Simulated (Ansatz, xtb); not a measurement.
Molecule: CNO (charge 0, doublet). It need not be the lowest isomer of its formula. 
Structure (B3LYP-D3(BJ)/def2-TZVP (Ansatz, an electronic-structure program) minimum search):
```
C
O 1 1.1754
N 1 1.2216 2 180.00
```
Charge 0, spin multiplicity 2.

Harmonic wavenumbers from GFN2-xTB (xtb, at its own minimum), cm⁻¹: 376, 376, 1379, 2220.

Give the harmonic wavenumbers at B3LYP-D3(BJ)/def2-TZVP (Ansatz, finite differences of forces, unscaled).

513, 596, 1298, 1988 cm⁻¹. Zero-point energy 6.3 kcal/mol.

From these and the geometry, give the ideal-gas thermochemistry at 298.15 K and 1 atm (rigid rotor, harmonic oscillator).

Point group C∞v, rotational symmetry number 1. Rotational constants 11.77, 11.77 GHz. S(trans) 37.13, S(rot) 14.44, S(vib) 1.11, S(elec, spin only) 1.38, S 54.1 cal/(mol K). H(298) - H(0) 2.32 kcal/mol; G - E(el) -7.5 kcal/mol.
